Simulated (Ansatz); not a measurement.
```yaml
crystal:
  periodic: [false, false, false]
  atoms:
    - {symbol: Be, position_ang: [0.002529, 0.001643, 0.000751]}
    - {symbol: F, position_ang: [0.539806, -0.257122, -1.241334]}
    - {symbol: F, position_ang: [-0.542336, 0.255489, 1.240582]}
basis:
  gaussian: {orbitals: x2c-TZVPPall}
total_charge: -1
magnetization: {spin_polarized: false, initial_magnetization: 1}
hamiltonian: {xc: {name: wB97X-V}}
scf: {omitted_lower_state_checks: [starts]}
output: {forces: true}
```

```sh
$ ansatz run in.yaml --threads 4 --pin off --events-out ev --progress --plain --max-ram 3916MiB
```

Output, abridged:

```
Functional definition: wB97X-V
453 factors; their error is unknown
117 factors; integrals over basis functions are off by at most 4.8e-5 eV
mean field evaluation 1: about -5842.9245 eV, gradient 2.1e1 eV
mean field evaluation 2: about -5843.4344 eV, gradient 2.0e1 eV
mean field evaluation 4: about -5843.9241 eV, gradient 6.5e-1 eV
mean field evaluation 8: about -5843.9439 eV, gradient 1.0e-1 eV
mean field evaluation 16: about -5843.9439 eV, gradient 2.5e-5 eV
mean field -5843.94394079 eV, -214.7609786567 hartree, gradient 2.5e-5 eV, S^2 0.750000; 0 other end points of the search recorded, 0 dependent functions left out
reference -5843.94394303 eV, -214.7609787388 hartree; 12, 11 occupied and 69, 70 virtual orbitals, 453 factors
Total energy: -5843.94394303 eV, -214.7609787388 hartree
Relativity: scalar
Atom 0 at     0.002529     0.001643     0.000751 Å, force     0.018903     0.012793     0.006861 eV/Å
Atom 1 at     0.539806    -0.257122    -1.241334 Å, force     0.410446    -0.205304    -0.966479 eV/Å
Atom 2 at    -0.542336     0.255489     1.240582 Å, force    -0.429349     0.192511     0.959618 eV/Å
Dipole moment:    -0.009869    -0.006421    -0.002986 e Å
Checks for a lower state left out: starts
```

Run time 1.1 s (4 threads of Intel Xeon Platinum 8488C on a shared host).

DK, ANO-RCC and x2c sets are all-electron and run with scalar relativity unless a key says otherwise. The highest occupied level of an anion often lies above zero with these methods, and sets without diffuse functions describe the outer electron poorly.

With spin_polarized false and unpaired electrons the run is restricted open-shell.

The dipole of an ion depends on the origin.
